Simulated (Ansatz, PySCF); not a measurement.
Process, species as SMILES: F[Si](F)(F)F [tetrafluorosilane] + 4 [H][H] (H2) -> 4 F (HF) + [SiH4] (SiH4)
Geometries: B3LYP-D3(BJ)/def2-TZVP minima from Ansatz (a first-principles code).

Quantity: energy of full hydrogenation (enthalpy at 298 K, with B3LYP-D3(BJ) rigid-rotor harmonic-oscillator terms from PySCF), in kJ/mol. Valence correlation only, unless marked. No spin-orbit coupling. Non-relativistic. Basis-set limits of correlation are two-point, X^-3; Hartree-Fock from the larger set. The bracket is a focal-point correction in the basis named.

```csv
level,program,energy of full hydrogenation (kJ/mol),minus last row
HF-D3(BJ)/def2-TZVPD,PySCF + dftd3,555.3,11.1
RI-HF/aug-cc-pV(Q+d)Z,Ansatz,552.3,8.1
PBE-D3(BJ)/def2-TZVPD,Ansatz + dftd3,492.5,-51.7
revPBE-D4/def2-TZVPD,Ansatz + dftd4,495.1,-49.1
revPBE/def2-TZVPD,Ansatz,481.6,-62.6
PBE0/6-31G*,Ansatz,629.4,85.2
TPSSh-D3(BJ)/def2-TZVPD,PySCF + dftd3,539.3,-4.9
LC-wPBE/def2-TZVPD,Ansatz,509.6,-34.6
wB97X-V/def2-TZVPD,Ansatz,529.2,-15.0
B2PLYP/def2-TZVPD,Ansatz,544.6,0.4
MP2/6-31G,Ansatz,452.9,-91.3
RI-MP2/aug-cc-pV(T+d)Z,Ansatz,545.1,0.9
CCSD(T)/aug-cc-pV(D+d)Z,Ansatz,430.5,-113.7
CCSD(T)/cc-pV(D+d)Z,Ansatz,450.3,-93.9
"RI-MP2/CBS(aug-cc-pV(T+d)Z,aug-cc-pV(Q+d)Z)+[CCSD(T)-MP2]/aug-cc-pV(T+d)Z",Ansatz,544.2,0.0
```
